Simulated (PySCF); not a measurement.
SMILES [Si](Cl)(Cl)(C[Si](Cl)Cl)Cl, doublet at its B3LYP/def2-SVP optimised geometry (Å):

```
10

Cl     2.7432    -0.2696     0.0000
Si     0.6557    -0.2696     0.0000
Cl    -0.0315     1.6966     0.0000
C      0.0919    -1.1246     1.6007
Si    -1.7377    -1.2723     1.9361
Cl    -2.4982     0.4623     2.7432
Cl    -2.0782    -2.8166     3.2650
Cl    -2.7432    -1.6966     0.1791
H      0.5078    -2.1474     1.5755
H      0.5669    -0.6020     2.4507
```

Method: unrestricted B3LYP/def2-TZVP run with PySCF. Cells within 0.4 Å of a nucleus heavier than hydrogen are left out (blank, or x).

Map of the deformation density (molecule minus spherical neutral atoms) (e/bohr³) on the plane z = 0.0 Å:

```
|33333333333333333333333333333|
|33333333333333333333333333333|
|33333333333333333333333333333|
|33333333333333333333333333333|
|33333333333322223333333333333|
|33333333333222222333333333333|
|33333333332221222333333333333|
|33333333332210133333333333333|
|33333333332221364332233333333|
|3333333333335xxx4322223333333|
|33333333333356x44322223333333|
|33333333323344586322233333333|
|33333332222234896212333322233|
|33333322222222452024446422223|
|3333332222221002x2585xx312223|
|333333332221100xx2695xx201223|
|33333333322111231136458412223|
|33333465432212220013345322233|
|332336x7532222221012333322333|
|332235xx532222221122233333333|
|33223468532222222222233333333|
|33322344432222222222233333333|
|33322333332222222222333333333|
|33333333332222222223333333333|
|33333333333333333333333333333|
|33333333333333333333333333333|
|33333333333333333333333333333|
|33333333333333333333333333333|
|33333333333333333333333333333|
```
Scale: ten equal steps from -0.013 (start of '0') to 0.028 (end of '9'), in the order '0123456789'; x runs from -5.00 to 5.00, y from -5.00 (bottom) to 5.00 (top).
